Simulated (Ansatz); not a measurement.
The same group exchange along the group B, Al, Ga, In.

Gas-phase electronic energies from Ansatz, PBE0-D4/def2-TZVP geometries. CBS: MP2 limit from def2 TZ/QZ plus the TZ coupled-cluster correction, frozen cores. This one scheme is used for every species. Functionals use def2-TZVPP. B3LYP here is the variant with VWN-RPA as its local correlation; programs differ in this. Elements past krypton have def2 core potentials. For Ga, In outer-core shells are correlated without core-valence functions, which leaves a few kJ/mol of doubt a bond. Scalar relativity is left out up to krypton.

```tsv
reaction	r2SCAN-D4 (kJ/mol)	CCSD/CBS(def2) (kJ/mol)	B3LYP-D4 (kJ/mol)	CCSD(T)/CBS(def2) (kJ/mol)
`B[SiH2]F` + SiH₄ → `B[SiH2][SiH3]` + H–F	111	119	118	113
`F[SiH2][AlH2]` + SiH₄ → `[AlH2][SiH2][SiH3]` + H–F	99	106	108	101
`F[SiH2][GaH2]` + SiH₄ → `[SiH3][SiH2][GaH2]` + H–F	103	108	109	103
`F[SiH2][InH2]` + SiH₄ → `[SiH3][SiH2][InH2]` + H–F	102	105	109	100
```

Largest T1 diagnostic: 0.014, for `B[SiH2][SiH3]`.
